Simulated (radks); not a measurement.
All-electron atom: the iron ion Fe14+ in [Ne] 3s2. Method: scalar-relativistic Kohn-Sham, BLYP, spin-polarised, spherical densities, finite nucleus; Fermi nuclear charge, rms radius 3.7377 fm; computed with a radial shooting solver on a logarithmic mesh with Libxc functionals.

Radial electron density D(r) = 4 pi r^2 rho(r):

```
   r/bohr * D(r) (the largest magnitude, 33, reaches the edge; | marks zero)
 0.001936 |*
 0.002422 |*
  0.00303 | *
 0.003791 |  *
 0.004743 |    *
 0.005934 |      *
 0.007364 |         *
 0.009213 |             *
  0.01153 |                  *
  0.01442 |                         *
  0.01804 |                                *
  0.02257 |                                        *
  0.02824 |                                               *
  0.03533 |                                                   *
   0.0442 |                                                   *
  0.05529 |                                               *
  0.06862 |                                          *
  0.08585 |                                      *
   0.1074 |                                       *
   0.1344 |                                               *
   0.1681 |                                                      *
   0.2103 |                                                      *
   0.2631 |                                           *
   0.3292 |                          *
   0.4118 |             *
   0.5152 |       *
   0.6446 |      *
      0.8 |    *
    1.001 | *
    1.252 *
    1.567 *
     1.96 *
```

D(r) has 2 maxima, at r = 0.0402, 0.188 bohr, and minima at 0.0908 bohr, inside which lie 2.13 electrons.
